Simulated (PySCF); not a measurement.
Br2Cu, charge -1, multiplicity 1.

```xyz
3

Cu     0.0000     0.0000     0.0000
Br     0.0000     0.0000    -2.2832
Br     0.0000     0.0000     2.2832
```
Charge -1, spin multiplicity 1.

Geometry optimised at PBE0-D3(BJ)/def2-SVPD. The multiplicity is an assumed one; other spin states were not compared.

Level of theory: PBE/pcSseg-1 (PySCF). Non-relativistic, no solvent.

Computed absolute GIAO shielding of each atom: isotropic value and principal components (ppm):
```tsv
atom	σ(iso)	σ11	σ22	σ33	span
Cu1	986.5	268.7	268.7	2422.3	2153.6
Br2	3125.4	3121.5	3121.5	3133.3	11.8
Br3	3125.4	3121.5	3121.5	3133.3	11.8
```
